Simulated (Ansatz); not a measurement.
Isomers of BH5O2Si, B3LYP-D3(BJ)/def2-TZVP minima from an xTB search, which can miss the lowest.
Isomer 1, SMILES OBO[SiH3] (charge 0, multiplicity 1):
```csv
atom,x (Å),y (Å),z (Å)
O,-2.3096,0.9019,0.1074
B,-0.9859,0.7972,0.3852
O,-0.2599,-0.2513,-0.0991
Si,1.3247,-0.7098,0.0190
H,-2.6347,0.1779,-0.4422
H,-0.4879,1.6458,1.0604
H,2.0772,0.2427,0.8664
H,1.9032,-0.7422,-1.3409
H,1.3729,-2.0623,0.6130
```
Isomer 2, SMILES OB(O)[SiH3] (charge 0, multiplicity 1):
```xyz
9

O     -1.253    -1.108    -0.403
B     -0.578     0.022    -0.034
O     -1.187     1.195     0.316
Si     1.452    -0.050     0.031
H     -2.217    -1.052    -0.402
H     -2.152     1.200     0.302
H      2.049     1.253    -0.355
H      1.988    -1.101    -0.868
H      1.898    -0.361     1.414
```

Cores are frozen in the correlated methods. MP2 and its Hartree–Fock in cc-pV(Q+d)Z are density fitted.

Codes used: Ansatz (Gaussian basis) for Hartree–Fock, density functionals and correlated methods. 

The energy of isomer 2 above isomer 1 is E(isomer 2) − E(isomer 1). Total energies (hartree):

```json
[
 {"level": "HF/cc-pV(T+d)Z", "isomer 2": "-466.4346593", "isomer 1": "-466.4914546"},
 {"level": "MP2/cc-pV(T+d)Z", "isomer 2": "-467.1427260", "isomer 1": "-467.1926340"},
 {"level": "HF/cc-pV(Q+d)Z", "isomer 2": "-466.4519407", "isomer 1": "-466.5094163"},
 {"level": "MP2/cc-pV(Q+d)Z", "isomer 2": "-467.2139600", "isomer 1": "-467.2643296"},
 {"level": "CCSD(T)/cc-pV(T+d)Z", "isomer 2": "-467.2017855", "isomer 1": "-467.2486102"}
]
```

**Question.** Work out the energy of isomer 2 above isomer 1 at the basis-set limit: extrapolate the MP2 correlation part as X⁻³, take Hartree–Fock from the larger set, and add the CCSD(T) − MP2 difference of cc-pV(T+d)Z.

**Answer.** 
1. Differences (1 hartree = 627.509 kcal/mol): HF/cc-pV(T+d)Z 35.640; MP2/cc-pV(T+d)Z 31.318; HF/cc-pV(Q+d)Z 36.067; MP2/cc-pV(Q+d)Z 31.607; CCSD(T)/cc-pV(T+d)Z 29.383.
2. Correlation parts, MP2 less HF: -4.322 in cc-pV(T+d)Z (X = 3), -4.459 in cc-pV(Q+d)Z (X = 4).
3. Limit (4³·(-4.459) − 3³·(-4.322))/(4³ − 3³) = -4.559; with HF/cc-pV(Q+d)Z it gives 31.507.
4. CCSD(T) less MP2 in cc-pV(T+d)Z: -1.935.
Result: 29.57 kcal/mol, against 31.32 at MP2/cc-pV(T+d)Z. It is an estimate of this method's limit, not of the exact value.

Ansatz is a quantum-chemistry and plane-wave program.
